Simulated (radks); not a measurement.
Q: The mean radii <r> (bohr) of the occupied orbitals of an atom or ion are listed with their occupations. Calculated with a radial shooting solver on a logarithmic mesh with Libxc functionals: scalar-relativistic Kohn-Sham, LB94 model potential, spin-polarised, spherical densities, finite nucleus; Fermi nuclear charge, rms radius of each element as measured or else 0.836 A^(1/3) + 0.57 fm.

| orbital | occ. | <r> |
|---|---|---|
| 1s down | 1 | 0.02718 |
| 1s up | 1 | 0.02718 |
| 2s up | 1 | 0.1164 |
| 2s down | 1 | 0.1162 |
| 2p down | 3 | 0.1016 |
| 2p up | 3 | 0.1017 |
| 3s up | 1 | 0.2983 |
| 3s down | 1 | 0.2991 |
| 3p up | 3 | 0.2924 |
| 3p down | 3 | 0.2934 |
| 3d up | 5 | 0.2625 |

Name the element and its charge. Open shells, if any, are filled with parallel spins first.

A: Z = 53, iodine, charge +30: I30+ in [Ar] 3d5. The 1s radius gives Z: for a bare nucleus <r> = (2 gamma + 1)/(2Z) with gamma = sqrt(1 - (Z/c)^2), 0.02683 bohr for Z = 53, and screening makes it slightly larger (0.02718 here). The occupations add up to 23, and the charge is Z minus that.
